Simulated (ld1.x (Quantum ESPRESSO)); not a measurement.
# Reading a pseudo-wave (C)

Columns: radius, all-electron u(r) and pseudo u(r) of the 2p shell (level -10.85 eV) of carbon in the configuration [He] 2s2 2p1.5; LDA (PZ), scalar-relativistic, ultrasoft scheme, ld1.x (Quantum ESPRESSO) 7.5.

```csv
r (bohr),all-electron,pseudo
0.143,0.0937,0.0098
0.285,0.2598,0.0382
0.428,0.4206,0.0834
0.570,0.5492,0.1414
0.713,0.6430,0.2089
0.855,0.7032,0.2800
0.998,0.7357,0.3508
1.140,0.7456,0.4157
1.283,0.7385,0.4716
1.425,0.7189,0.5147
1.568,0.6905,0.5438
1.710,0.6565,0.5580
1.853,0.6186,0.5580
1.995,0.5792,0.5455
2.138,0.5389,0.5227
2.280,0.4992,0.4929
2.423,0.4602,0.4585
2.565,0.4230,0.4228
2.708,0.3873,0.3873
2.850,0.3538,0.3538
2.992,0.3224,0.3224
3.135,0.2930,0.2930
3.278,0.2657,0.2657
3.420,0.2406,0.2406
3.563,0.2174,0.2174
3.705,0.1963,0.1963
```

Question: How many radial nodes do the two functions have?

Answer: The all-electron 2p function has n − l − 1 = 0; the pseudo-wave has 0.

Question: At about which radius was the pseudo-wave matched?

Answer: 2.85 bohr. The columns agree to 0.0005 from 2.56 bohr on; several derivatives are matched, so the curves merge somewhat inside the radius.

Question: Is the pseudo-wave norm-conserving?

Answer: No, it belongs to an ultrasoft set: the norm inside the radius is not constrained, and the difference is carried by the augmentation charge.
